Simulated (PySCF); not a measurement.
NMR data sheet: C$_{4}$H$_{5}$F$_{3}$O$_{2}$

```yaml
Formula: C4H5F3O2
SMILES: CCOC(=O)C(F)(F)F
Point_group_of_the_computed_structure: C1
Degrees_of_unsaturation: 1
Carbon_signals: 4
Proton_signals: 2
```

Atoms are numbered as in `[CH3:1][CH2:2][O:3][C:4](=[O:5])[C:6]([F:7])([F:8])[F:9]`. Each H is labelled by its parent atom.

- PBE0-D3(BJ)/def2-TZVP geometry
- NMR shieldings at B97-2/pcSseg-2/GIAO
- program: PySCF 2.14.0 with density-fitted response routines
- no solvent model, non-relativistic, single conformer, rapidly exchanging positions averaged

δ = σ(ref) − σ, references computed at the same level: 1H (σref 31.64), 13C (σref 185.38) vs TMS; CFCl3 for 19F (σref 175.98); 17O (σref 327.66) against H2O.

| carbon | δC, type | δH (multiplicity) | HMBC from (2–3 bonds) | span of the C tensor (ppm) |
| --- | --- | --- | --- | --- |
| C1 | 16.0, CH3 | 1.30 (t) | H(C2) | 33 |
| C2 | 67.1, CH2 | 4.40 (q) | H(C1) | 90 |
| C4 | 166.6, C | – | H(C2) | 154 |
| C6 | 125.5, C | – | – | 35 |

Other nuclei:
```csv
atoms,nucleus,environment,δ (ppm),σ (ppm)
F7/F8/F9,19F,fluorine of a CF3 group,-87.1,263.1
O5,17O,ester carbonyl oxygen,406.6,-79.0
O3,17O,ester alkoxy oxygen,207.1,120.6
```

1. Carbon types of the structure: 2 × C, 1 × CH2, 1 × CH3, which accounts for all hydrogens.
2. δC 166.6: ester carbonyl carbon; it is a carbonyl in resonance with an O or N lone pair, the region of acids, esters and amides.
3. δC 125.5: CF3 carbon; 3 electronegative neighbours deshield it.
4. δC 67.1: sp3 CH2 bonded to O; the inductive effect lowers its shielding.
5. δC 16.0: methyl carbon; aliphatic region, no heteroatom directly attached.
6. δH 4.40: hydrogen on an sp3 CH2 bonded to O; its carbon carries O, an electronegative neighbour.

Splittings by 19F in the carbon and heteronuclear signals aren't shown, as no couplings were computed. Shifts are as computed. Against solution values, carbons near 30 ppm lie about +3 ppm off and those near 130 ppm about +7 ppm. Of 1309 compounds with measured shifts, 239 miss one by over three times the rms of a fit or turn the order of signals round; such compounds aren't used in these exercises. Unscaled 19F shifts against computed CFCl3 carry errors that often reach 10 to 50 ppm. Unscaled 17O shifts of doubly bonded oxygen tend to come out too high, by tens of ppm or more. Experimental scales use liquid or dissolved standards, which lie at an offset from isolated H2O (liquid H2O: subtract about 36 ppm). Multiplicities follow the n + 1 count of equivalent neighbours, as no J values were calculated; m marks all less simple cases, F and P coupling included.
